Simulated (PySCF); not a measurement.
TPSSh on Mo⁻ (molybdenum, charge -1), [Kr] 4d5 5s2, high-spin 6S determinant. Calculation: PySCF 2.14, in aug-cc-pwCVDZ-PP with ECP28MDF (6s6p5d3f, 70 functions); a scalar-relativistic core potential.

```
cycle= 1 E= -67.8703055572547  delta_E= -0.012  |g|= 0.0331  |ddm|= 0.654
cycle= 2 E= -67.8711150841773  delta_E= -0.00081  |g|= 0.0374  |ddm|= 0.561
cycle= 3 E= -67.8721431200984  delta_E= -0.00103  |g|= 0.0102  |ddm|= 0.11
cycle= 4 E= -67.8725959390468  delta_E= -0.000453  |g|= 0.00265  |ddm|= 0.302
cycle= 5 E= -67.8726871940168  delta_E= -9.13e-05  |g|= 0.000606  |ddm|= 0.168
cycle= 6 E= -67.8726873765542  delta_E= -1.83e-07  |g|= 0.00041  |ddm|= 0.0246
cycle= 7 E= -67.8726881252723  delta_E= -7.49e-07  |g|= 2.29e-05  |ddm|= 0.0129
cycle= 8 E= -67.8726881265206  delta_E= -1.25e-09  |g|= 7.73e-07  |ddm|= 0.000243
cycle= 9 E= -67.8726881265258  delta_E= -5.23e-12  |g|= 1.95e-07  |ddm|= 4.62e-05
converged SCF energy = -67.8726881265258  <S^2> = 8.8729955  2S+1 = 6.0408594
```

Highest occupied orbital energy: 1.096 eV; ⟨L²⟩ = 0.00; populations by l: s 4.00, p 6.00, d 5.00, f 0.00.

(1) Can this result be used?

## Answers

(1) With care. The calculation finished and met its thresholds. Energies and moments cover only the electrons outside the core potential. ⟨S²⟩ = 8.87 against 8.75 shows spin contamination. At TPSSh the highest occupied level has a positive energy, so only the finite basis holds that electron; in a semilocal or global hybrid functional this comes from self-interaction and does not mean that the real anion is unbound.
